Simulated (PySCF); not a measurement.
Species: isopropylcyclobutane, C7H14.
Cartesian coordinates in Å at the PBE0-D3(BJ)/def2-SVP level; atoms count from 1:
```
atom  x, y, z in Å
C1    -1.751    1.366    0.502
C2    -1.117   -0.016    0.402
C3    -2.039   -1.007   -0.299
C4     0.237    0.051   -0.286
C5     1.145   -1.197   -0.298
C6     2.358   -0.269   -0.107
C7     1.392    0.825    0.384
H8    -1.943    1.781   -0.502
H9    -1.096    2.073    1.034
H10   -2.713    1.331    1.037
H11   -0.938   -0.385    1.431
H12   -1.596   -2.014   -0.337
H13   -3.010   -1.087    0.214
H14   -2.235   -0.690   -1.337
H15    0.098    0.417   -1.320
H16    1.122   -1.851   -1.183
H17    0.966   -1.817    0.597
H18    2.817    0.000   -1.071
H19    3.156   -0.597    0.576
H20    1.288    0.807    1.482
H21    1.578    1.863    0.070
```

The closed-shell ground state was solved at several levels (PySCF, density fitting, gas phase, non-relativistic).

```csv
level,basis functions,total energy (Eh),HOMO (eV),LUMO (eV),gap (eV),dipole (D)
PBE0/pcSseg-1,189,-274.7792,-8.22,1.50,9.72,0.04
B3LYP/pcJ-1,329,-275.1795,-8.00,1.23,9.23,0.03
```

(1) Estimate the row for CAM-B3LYP/def2-SVPD, a basis of 252 functions; the other rows only guide the guess.

(2) Over all these levels, which gives the widest orbital gap and which the narrowest?

(3) How far do the dipole and the HOMO energy spread over the levels?

Answers

(1) Total energy -274.8008 Eh, HOMO -9.61 eV, LUMO 1.48 eV, gap 11.09 eV, dipole 0.02 D.

(2) CAM-B3LYP/def2-SVPD (range-separated hybrid) has the widest, 11.09 eV, and B3LYP/pcJ-1 (global hybrid, 20 % exact exchange) the narrowest, 9.23 eV. Functional and basis both differ between the two, so the spread mixes both effects.

(3) The dipole runs from 0.02 to 0.04 D (mean 0.03 D) and the HOMO from -9.61 to -8.00 eV.

One conformer stands for the species.
